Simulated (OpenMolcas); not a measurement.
**V3+ in a ligand field**

V3+ with 4 ligands (chloride) in tetrahedral coordination (Td) at 2.27 Å. A charge of +0.25 e stands 2.4 Å behind each ligand. Ligand basis ANO-RCC-VDZP.

| Quantity | Value |
| --- | --- |
| Program | OpenMolcas |
| Method | CASSCF |
| Basis | ANO-RCC-VTZP [6s5p3d2f1g] |
| Scalar Hamiltonian | DKH2, point nucleus |
| Active space | 2 electrons in 5 orbitals (3d) |
| State averaging | 2S+1 = 3 even, 10 roots; 2S+1 = 1 even, 15 roots |
| Spin-orbit coupling | state interaction with AMFI integrals over the reference wave functions |

The lowest spin-free states (labels of Td), above the lowest:

| State | Degeneracy | E (cm-1) |
| --- | --- | --- |
| 3A2 | 1 | 0.0 |
| 3T2 | 3 | 5437 |
| 3T1 | 3 | 9328 |
| 1E | 2 | 13801 |
| 1T2 | 3 | 18468 |
| 3T1 | 3 | 20574 |
| 1A1 | 1 | 21571 |
| 1T1 | 3 | 22983 |
| 1E | 2 | 25821 |
| 1T2 | 3 | 27041 |
| 1A1 | 1 | 50262 |

The lowest levels with spin-orbit coupling:

```json
{"E (cm-1)": "0.0", "Degeneracy": "3", "Label": "T2", "2S+1": "3"}
{"E (cm-1)": "5385", "Degeneracy": "1", "Label": "A2", "2S+1": "3"}
{"E (cm-1)": "5421", "Degeneracy": "3", "Label": "T2", "2S+1": "3"}
{"E (cm-1)": "5457", "Degeneracy": "2", "Label": "E", "2S+1": "3"}
{"E (cm-1)": "5476", "Degeneracy": "3", "Label": "T1", "2S+1": "3"}
{"E (cm-1)": "9230", "Degeneracy": "3", "Label": "T2", "2S+1": "3"}
{"E (cm-1)": "9237", "Degeneracy": "2", "Label": "E", "2S+1": "3"}
{"E (cm-1)": "9463", "Degeneracy": "3", "Label": "T1", "2S+1": "3"}
{"E (cm-1)": "9572", "Degeneracy": "1", "Label": "A1", "2S+1": "3"}
{"E (cm-1)": "13820", "Degeneracy": "2", "Label": "E", "2S+1": "1"}
{"E (cm-1)": "18461", "Degeneracy": "3", "Label": "T2", "2S+1": "1"}
{"E (cm-1)": "20413", "Degeneracy": "1", "Label": "A1", "2S+1": "3"}
{"E (cm-1)": "20504", "Degeneracy": "3", "Label": "T1", "2S+1": "3"}
{"E (cm-1)": "20677", "Degeneracy": "2", "Label": "E", "2S+1": "3"}
{"E (cm-1)": "20696", "Degeneracy": "3", "Label": "T2", "2S+1": "3"}
{"E (cm-1)": "21589", "Degeneracy": "1", "Label": "A1", "2S+1": "1"}
{"E (cm-1)": "22999", "Degeneracy": "3", "Label": "T1", "2S+1": "1"}
{"E (cm-1)": "25839", "Degeneracy": "2", "Label": "E", "2S+1": "1"}
{"E (cm-1)": "27057", "Degeneracy": "3", "Label": "T2", "2S+1": "1"}
{"E (cm-1)": "50281", "Degeneracy": "1", "Label": "A1", "2S+1": "1"}
```

Electric-dipole absorption from the lowest level at this geometry, strongest bands:

```json
{"E (cm-1)": "9230", "λ (nm)": "1080", "Label": "T2", "f": "2.06e-04"}
{"E (cm-1)": "9237", "λ (nm)": "1080", "Label": "E", "f": "1.36e-04"}
{"E (cm-1)": "9463", "λ (nm)": "1060", "Label": "T1", "f": "2.03e-04"}
{"E (cm-1)": "9572", "λ (nm)": "1040", "Label": "A1", "f": "6.76e-05"}
{"E (cm-1)": "18461", "λ (nm)": "542", "Label": "T2", "f": "9.93e-06"}
{"E (cm-1)": "20413", "λ (nm)": "490", "Label": "A1", "f": "2.74e-04"}
{"E (cm-1)": "20504", "λ (nm)": "488", "Label": "T1", "f": "7.93e-04"}
{"E (cm-1)": "20677", "λ (nm)": "484", "Label": "E", "f": "4.90e-04"}
{"E (cm-1)": "20696", "λ (nm)": "483", "Label": "T2", "f": "7.27e-04"}
```

Powder χT (cm3 K/mol): 0.887 at 2 K, 0.889 at 10 K, 0.901 at 50 K, 0.916 at 100 K, 0.946 at 200 K, 0.975 at 300 K. The effective moment at 300 K is 2.828 √(χT) = 2.79 μB.

The lowest level has 2S+1 = 3, for which the spin-only value is χT = S(S+1) / 2 = 1.000 cm3 K/mol (g = 2). The computed 0.975 at 300 K differs by -0.025, through orbital momentum, spin-orbit coupling and any other state in reach.

Metal share of the active 3d orbitals (Löwdin): 88, 88, 88, 95, 95 %; Mulliken charge of the metal 1.14.

Without dynamic correlation the repulsion within the d shell is too large (B by tens of per cent), so at a given field states of lower spin stand too high. Ligand-to-metal charge-transfer states are missing. With no ligand orbital active B as a rule stays too high, so bands that hang on it stand too high and its fall with covalency is understated. With metal d orbitals alone and no dynamic correlation the field as a rule comes out too small, by tens of per cent, by up to half for chloride and softer ligands. No measured value stands beside these numbers; the geometry was imposed, not optimised, and the real ion may take another.
